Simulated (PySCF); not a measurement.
# H₂TaO + HF → TaHF + H₂O

Level: PBE0 in the def2-TZVP basis family, computed in PySCF with density fitting; scalar-relativistic core potentials for atoms from Rb on, none lighter, no spin–orbit coupling; open shells unrestricted.

```csv
species,state and structure,E (Eh),ZPE (kJ/mol),H(298 K) − H(0) (kJ/mol),S° (J/(mol K))
H₂TaO,"doublet, Cs, Ta–H 1.785 Å (×2), Ta–O 1.694 Å; H–Ta–H 118.4°, H–Ta–O 104.7° (×2)",-133.35792,39.2,11.3,274.6
HF,"singlet, C∞v, H–F 0.920 Å",-100.39188,24.9,8.7,173.6
TaHF,"quartet, Cs, Ta–F 1.861 Å, Ta–H 1.807 Å; F–Ta–H 131.4°",-157.33758,17.2,11.0,277.1
H₂O,"singlet, C2v, O–H 0.960 Å (×2); H–O–H 105.1°",-76.37736,56.5,9.9,188.7
```

What is the electronic reaction energy?

At PBE0/def2-TZVP, ΔE = 91.5 kJ/mol from the differences of the total energies times 2625.5, uphill. Ligand exchange with HF takes part in thermal etching.

Add zero-point, thermal and entropy terms for 298.15 K and 1 bar.

ΔZPE = 9.6 and Δ[H(298) − H(0)] = 0.9 kJ/mol give ΔH° = 102.0 kJ/mol. ΔS° = 17.6 J/(mol K), so ΔG° = 102.0 − 298.15 × (0.0176) = 97 kJ/mol and log₁₀K = -17.0.

Spin–orbit coupling can matter for H₂TaO, TaHF and is left out. Open d or f shells are single determinants, so the state found may not be the ground state. The structures come from searches over a few start shapes, so lower isomers are not excluded.
